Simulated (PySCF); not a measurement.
Compound: C₃H₆F₄OSi.
SMILES with atom numbers: `[F:1][CH2:2][CH2:3][CH2:4][O:5][Si:6]([F:7])([F:8])[F:9]` (hydrogens: H10, H11 on C2; H12, H13 on C3; H14, H15 on C4)

Structure used (GFN2-xTB), in Å, numbered top down from 1:
```xyz
15
C3H6F4OSi angstrom
F     -2.6717    1.0152   -0.7162
C     -2.4538   -0.1957   -0.1051
C     -1.1213   -0.1865    0.6280
C      0.0391    0.0395   -0.3369
O      1.2470    0.0063    0.3946
Si     2.7741    0.1842    0.0332
F      3.1815    1.6118   -0.5132
F      3.5517   -0.0683    1.3776
F      3.3222   -0.8283   -1.0539
H     -2.4737   -0.9520   -0.8964
H     -3.2864   -0.3516    0.5869
H     -1.1175    0.6082    1.3753
H     -0.9900   -1.1414    1.1368
H      0.0603   -0.7438   -1.1021
H     -0.0660    1.0103   -0.8304
```

Theory: PySCF, TDDFT B3LYP/def2-SVPD, vertical, gas phase, core orbitals frozen in the response.

Kohn–Sham orbitals with the atoms that hold most of them (Löwdin shares over 4%, at most four atoms; ? is withheld):

| orbital | ε (eV) | atoms |
| --- | --- | --- |
| LUMO+2 | 0.83 | O5 13%, H14 10%, H12 10%, H13 9% |
| LUMO+1 | 0.25 | C2 26%, H11 12%, H10 12%, C3 11% |
| LUMO | -0.30 | ? |
| HOMO | -9.30 | ? |
| HOMO-1 | -9.44 | O5 29%, C4 16%, C3 13%, F1 10% |
| HOMO-2 | -9.83 | F1 42%, C2 22%, C3 15%, H10 12% |
| HOMO-3 | -10.27 | F1 32%, O5 21%, C2 10%, C3 10% |

(1) Give the leading atoms of the HOMO.

(2) Which atoms hold the LUMO, and with what shares?

(3) How does S1 compare with the orbital gap of 9.00 eV?

(4) Give energy, strength and leading configuration of S1, S2, S3, S4, S5 and S6, and follow the Löwdin shares of the leading atoms from the occupied to the empty orbital.

Results:

(1) O5 (bonded to C and Si) 43%; C4 (bonded to C, O and 2 H) 18%; H15 (bonded to C) 10%; F1 (bonded to C) 6%.

(2) Si6 (bonded to 3 F and O) 44%; O5 (bonded to C and Si) 10%; F9 (bonded to Si) 9%; C4 (bonded to C, O and 2 H) 8%.

(3) S1 is at 7.96 eV (f = 0.0008), 1.04 eV below the gap, made of HOMO→LUMO (90%). Without the coupling terms of the response equations the lowest excitation would equal the gap.

(4) 
- S1 (7.96 eV, f 0.0008), HOMO→LUMO (90%): O5 43% → 10%, C4 18% → 8%, Si6 at most 7% → 44%
- S2 (8.25 eV, f 0.0066), HOMO-1→LUMO (87%): O5 29% → 10%, C4 16% → 8%, Si6 at most 10% → 44%
- S3 (8.64 eV, f 0.0076), HOMO→LUMO+1 (78%): O5 43% → at most 12%, C4 18% → at most 12%, C2 at most 7% → 26%, H11 at most 7% → 12%
- S4 (8.77 eV, f 0.013), HOMO-1→LUMO+1 (75%): O5 29% → at most 12%, C4 16% → at most 12%, C2 at most 10% → 26%, H11 at most 10% → 12%
- S5 (8.91 eV, f 0.021), HOMO-2→LUMO (92%): F1 42% → at most 9%, C2 22% → at most 9%, Si6 at most 10% → 44%, O5 at most 10% → 10%
- S6 (9.04 eV, f 0.0080), HOMO-2→LUMO+1 (90%): F1 42% → at most 12%, C2 22% → 26%, H11 at most 10% → 12%

Löwdin shares depend on the basis, the more so with diffuse functions.

One conformer stands for the species.
